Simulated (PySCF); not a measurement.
A structure optimised at PBE-D3(BJ)/def2-SVP, used in a PySCF frequency run:

```xyz
6

Ga     0.0000     0.0000    -0.5706
H      0.0000     0.0000    -2.1390
S      0.0000     1.8524     0.6477
H      0.0000     2.6622    -0.4487
S      0.0000    -1.8524     0.6477
H      0.0000    -2.6622    -0.4487
```
Charge 0, spin multiplicity 1.

Q: Write its SMILES, formula and point group.

A: [SH][GaH][SH], GaH₃S₂, C2v

Q: What are its rotational constants (standard atomic weights)?

A: 9.2554, 2.1568, 1.7492 GHz
